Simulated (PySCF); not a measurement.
Correlation energy of Sr (strontium, neutral)

[Kr] 5s2, closed-shell 1S. All numbers are calculated (PySCF 2.14, scalar relativity by spin-free X2C-1e, in ANO-RCC-VTZP (7s6p3d1f, 47 functions)). Frozen: [Ar] 3d10; 10 electrons correlated.

```csv
level,correlation energy (mhartree)
CCSD,-232.06
(T),-6.84
CCSD(T),-238.90
CCSDT,-239.12
```

Diagnostics: T1 = 0.017, D1 = 0.0543, largest double amplitude 0.107.

**Question.** Is a single reference adequate?

**Answer.** Mostly. T1 lies below 0.03, but a double amplitude of this size points to a near-degeneracy that CCSD handles and MP2 describes poorly.
